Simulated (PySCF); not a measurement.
## C₆ coefficients of unlike pairs at wB97M-V

Calculated with PySCF 2.14 from the dipole response of each species, C₆(A,B) = (3/π) ∫ α_A(iu) α_B(iu) du, in atomic units, from isotropic polarisabilities. For ions this is the dispersion term alone; charge-induced terms of lower order in 1/R come first.

```tsv
species	configuration	basis	relativity	α (bohr³)	C₆ (like pair)
Cd²⁺	[Kr] 4d10 (1S)	aug-cc-pVTZ-PP with ECP28MDF (6s6p5d3f2g)	core potential	5.358	26.98
Cd³⁺	[Kr] 4d9 (2D)	aug-cc-pVTZ-PP with one added diffuse shell each of s, p, d, f, g type with ECP28MDF (7s7p6d4f3g)	core potential	3.719	16.38
Sc³⁺	[Ar] (1S)	x2c-QZVPPall with one added diffuse shell each of s, p, d, f, g type (12s8p6d4f3g)	spin-free X2C	2.140	5.588
Ne⁺	[He] 2s2 2p5 (2P)	def2-TZVPPD (6s4p3d1f)	none	1.353	2.328
```

(1) Estimate C₆ for Sc³⁺ with Cd²⁺.

No spin-orbit coupling is included.

The other pairs:

```
      pair     C₆
Sc³⁺, Cd³⁺  9.556
 Ne⁺, Sc³⁺  3.597
Cd³⁺, Cd²⁺  20.95
 Ne⁺, Cd²⁺  7.873
 Ne⁺, Cd³⁺  6.171
```

Answers

(1) The integral gives 12.24. The combination rule 2 C_A C_B / (C_A α_B/α_A + C_B α_A/α_B) gives 12.17 and the geometric mean 12.28.
